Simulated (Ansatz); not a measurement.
## A basis-limit estimate, worked out

An elementary step of AlSiH$_{8}$O$_{3}$, doublet (AlSiH₄O ([AlH][O][SiH3]) + H₂O + H₂O → SiH₄O ([OH][SiH3]) + AlH₂O ([OH][AlH]) + H₂O (still joined by a long Al–O bond); Al–O, H–O, H–O broken or loosened, Al–O, O–H, H–O formed or tightened). “Start” and “end” are the PBE0-D4/def2-TZVP structures reached by relaxing down either side of its saddle point, with the molecules still in contact.

Computed with Ansatz 0.2.0 (basis: def2-TZVPP and def2-QZVPP); correlated methods freeze the cores; orbitals are unrestricted.

Energies in eV:

| quantity | end | start |
| --- | --- | --- |
| Hartree–Fock, triple zeta (X = 3) | -20689.14659 | -20689.43750 |
| Hartree–Fock, quadruple zeta (X = 4) | -20689.91823 | -20690.20927 |
| MP2 correlation, X = 3 | -26.20939 | -26.11392 |
| MP2 correlation, X = 4 | -28.29084 | -28.18745 |
| CCSD(T) correlation, X = 3 | -28.17078 | -28.07822 |

(1) Work out the step energy at the basis limit: extrapolate Hartree–Fock as E(X) = E∞ + A exp(−7.88 √X) and the MP2 correlation as E(X) = E∞ + B X^−2.97 (the exponents that Neese and Valeev fitted for def2-TZVPP and QZVPP), then add CCSD(T) − MP2 in triple zeta.

The T1 diagnostic stays at or below 0.013. ⟨S²⟩ of the unrestricted Hartree–Fock references: 0.75 (a pure state has 0.75).

Results:

(1) Each step is linear, so take the differences first (end − start): Hartree–Fock 0.29091 (X = 3) and 0.29104 (X = 4); MP2 correlation -0.09547 and -0.10339; CCSD(T) correlation -0.09256.
Two points give E∞ = E(4) + w [E(4) − E(3)], with w = 1/(exp(7.88 (2 − √3)) − 1) = 0.1377 for Hartree–Fock and w = 1/((4/3)^2.97 − 1) = 0.7407 for the correlation.
Hartree–Fock: 0.29104 + 0.1377 × 0.00013 = 0.2911 eV.
MP2 correlation: -0.10339 + 0.7407 × (-0.00792) = -0.1093 eV.
CCSD(T) − MP2: -0.09256 − (-0.09547) = 0.0029 eV.
Sum: 0.2911 + (-0.1093) + 0.0029 = 0.1847 eV, or 4.26 kcal/mol. Plain CCSD(T) in triple zeta gives 0.1983 eV, so the larger basis shifts the result by -0.0136 eV.

Labels in which every atom is bracketed show which atoms are joined, not bond orders.

For scale, one of the runs: CCSD(T)/def2-TZVPP, 289 basis functions, launched by `ansatz run in.yaml --threads 4 --pin off --events-out ev --progress --plain --max-ram 66560MiB --backend cuda --devices 0, --max-vram 37GiB`. The run took 25 s on 4 CPU threads of an AMD EPYC 7R13 and a share of one NVIDIA H100 (shared host), with 0.84 GiB of host memory at its peak.
